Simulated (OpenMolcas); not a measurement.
**Sc⁺: CASPT2 settings compared**

```yaml
Program: OpenMolcas
Basis: ANO-RCC-VDZP [5s4p2d1f]
Scalar_Hamiltonian: DKH2, point nucleus
Active_space: 2 electrons in 6 orbitals (3d 4s)
State_averaging: 2S+1 = 3 even, 15 roots; 2S+1 = 1 even, 20 roots kept (CI in the orbitals of an earlier block)
Spin-orbit_coupling: state interaction with AMFI integrals over the reference wave functions, term energies averaged over their components
```

Methods on the same reference wave functions:
A. CASSCF
B. SS-CASPT2, IPEA 0 Eh, real shift 0.15 Eh (closed shells correlated: none)
C. SS-CASPT2, IPEA 0.3 Eh, sigma1 regulariser 0.2 Eh (closed shells correlated: 2s 2p 3s 3p)
D. MS-CASPT2, IPEA 0.3 Eh, sigma1 regulariser 0.2 Eh (closed shells correlated: 2s 2p 3s 3p)
E. XMS-CASPT2, IPEA 0.3 Eh, imaginary shift 0.4 Eh (closed shells correlated: none)

Energies in cm⁻¹ above 3d 4s ³D₁, the measured ground level; measured values from NIST Handbook of Basic Atomic Spectroscopic Data.

```
    Level      A      B      C      D      E  Measured
3d 4s ³D₁    0.0    0.0    0.0    0.0    0.0       0.0
3d 4s ³D₂   61.7   60.9   60.9   60.1   60.7      67.7
3d 4s ³D₃    157    157    157    157    157       178
3d 4s ¹D₂   4196   2460   2480   2070   2390      2541
  3d² ³F₂   5235   5830   5760   5760   6020      4803
  3d² ³F₃   5329   5920   5860   5860   6120      4884
  3d² ³F₄   5454   6050   5980   5980   6250      4988
  3d² ³P₀  15037  13590  13530  13530  14390     12074
  3d² ³P₁  15069  13630  13560  13560  14430     12102
  3d² ³P₂  15095  13690  13630  13630  14500          
  3d² ¹D₂  15317  11200  11010  11420  13940          
  3d² ¹G₄  17859  17220  16270  16270  17400     14261
  4s² ¹S₀  18111  15270  11250  11250  15320     11736
```

Deviations, from unrounded energies. A percentage is the sum of absolute deviations over the sum of measured energies, with the sign that they share, or ± where signs differ.

| Against measurement | Levels | A | B | C | D | E |
| --- | --- | --- | --- | --- | --- | --- |
| mean absolute deviation (cm-1) | 10 | 1900 | 1300 | 840 | 880 | 1500 |
| fine structure of the ground term (%) | 2 | -10.7 | -11.1 | -11.1 | -11.4 | -11.1 |
| other terms of the ground configuration (%) | 1 | +65.1 | -3.2 | -2.4 | -18.6 | -5.9 |
| other configurations (%) | 7 | +26.6 | +19.5 | ±12.9 | ±12.9 | +23.3 |

C, D lie about equally close to measurement and A furthest from it. The largest miss of C in the table is 3d² ¹G₄, by +2000 cm-1. The ranking rests on the paired levels alone, and a cruder setting can come out closer through cancelling errors.

Among B to E the level of the table that moves most is 4s² ¹S₀, by 4100 cm-1 (lowest in D, highest in E). Moves below CASPT2's spread within the term are not significant.

The mean deviations of B to E differ by less than CASPT2's widest spread within a term (710 cm-1), so their order carries little weight.

The lowest spin-free term lies below A's lowest term by 0.009 hartree in B, 0.254 hartree in C, 0.254 hartree in D, 0.010 hartree in E.

CASPT2 breaks the degeneracy within a term, and the mean is taken; among the terms shown or strongly mixed into the levels shown the widest spread is 710 cm-1 (3d² ¹G, D). Terms from blocks run as CI alone lack orbitals of their own. A single d shell beside an s shell can misplace configurations of different d count against each other. Without dynamic correlation excited terms often stand tens of per cent too high (terms of higher spin than the ground term too low), and those without a measured partner can miss by more than the paired ones (holds for A). Computed and measured levels are paired by configuration, term and J; levels that our copy of the source lacks, or whose pairing is in doubt (as where it misses far off the trend of its configuration), stay unpaired and out of the deviations. Levels of configurations outside the active space are missing.
